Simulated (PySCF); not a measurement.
A compound of formula C36H24O2P2 has these computed shifts in ppm, with the number of atoms in brackets (GIAO KT3/pcSseg-1, gas phase, PySCF SCF with an in-house response code, fitting set def2-universal-JFIT, grid level 2, non-relativistic, geometry: GFN2-xTB; 13C, 1H against isolated TMS; 17O against isolated H2O; 31P against isolated PH3).

1H: 8.22 (1), 7.73 (1), 7.68 (1), 7.62 (2), 7.60 (1), 7.56 (2), 7.53 (1), 7.48 (1), 7.41 (1), 7.32 (2), 7.27 (1), 7.26 (2), 7.21 (1), 6.91 (1), 6.79 (1), 6.62 (1), 6.62 (1), 6.51 (1), 6.23 (1), 6.11 (1)
13C: 133.9 (1), 132.9 (1), 132.5 (1), 131.5 (1), 129.7 (1), 128.9 (1), 128.9 (1), 127.9 (1), 127.8 (1), 127.3 (1), 127.0 (1), 126.9 (1), 126.5 (1), 126.5 (1), 125.3 (1), 125.2 (1), 125.2 (1), 125.0 (1), 124.6 (1), 124.5 (1), 124.3 (2), 123.9 (1), 123.8 (1), 123.8 (1), 123.3 (1), 123.3 (1), 122.9 (1), 122.3 (2), 122.2 (1), 122.0 (1), 121.7 (2), 121.5 (2)
17O: 95.3 (1), 75.4 (1)
31P: 251.5 (1), 251.0 (1)

(1) Which structure gave them?

Answers

(1) O=[P@@]1(c2ccccc2)C=Cc2cc3cc4c(cc3cc2=C1)[P@@](=O)(c1ccccc1)c1cc2ccccc2cc1C=4. Other isomers were not compared.
